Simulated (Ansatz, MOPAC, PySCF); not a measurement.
Species: SrO, net charge 0, singlet state. SMILES: [O]=[Sr]
Geometry: optimised at B3LYP-D3(BJ)/def2-TZVP (Ansatz, a program for electronic structure).

Quantity: size of the dipole moment, in D. Set-up: def2 sets with scalar-relativistic core potentials past Kr; spin-orbit terms left out; six Cartesian d functions in 6-31G* and its kin unless marked 5d; LANL2DZ with its own core potentials from Na on; STO-3G and 3-21G all-electron and non-relativistic. Ab initio and DFT rows: single points at B3LYP-D3(BJ) geometries (Ansatz). Semi-empirical rows: dipoles at the shared geometry.

| level | program | size of the dipole moment (D) |
|---|---|---|
| AM1 | MOPAC | 9.19 |
| PM3 | MOPAC | 8.66 |
| MNDO | MOPAC | 5.93 |
| PBE/STO-3G | Ansatz | 2.96 |
| PBE/LANL2DZ | Ansatz | 5.72 |
| PBE/def2-SVP | Ansatz | 7.43 |
| PBE/6-31G* with LANL2DZ past Ar | Ansatz | 4.78 |
| BLYP/6-31G* with LANL2DZ past Ar | Ansatz | 4.63 |
| BP86/def2-SVP | PySCF | 7.36 |
| BP86/6-31G* with LANL2DZ past Ar (5d) | PySCF | 4.76 |
| B3LYP/3-21G | Ansatz | 4.04 |
| B3LYP/def2-SVP | Ansatz | 8.31 |
| B3LYP/6-31G* with LANL2DZ past Ar | Ansatz | 5.05 |

No value to compare with is used here. The 13 habitual levels span 2.96 (PBE/STO-3G) to 9.19 D (AM1).

The levels are drawn from those run, B3LYP/6-31G* more often than the rest, none by its result; runs whose electronic state is in doubt are left out.
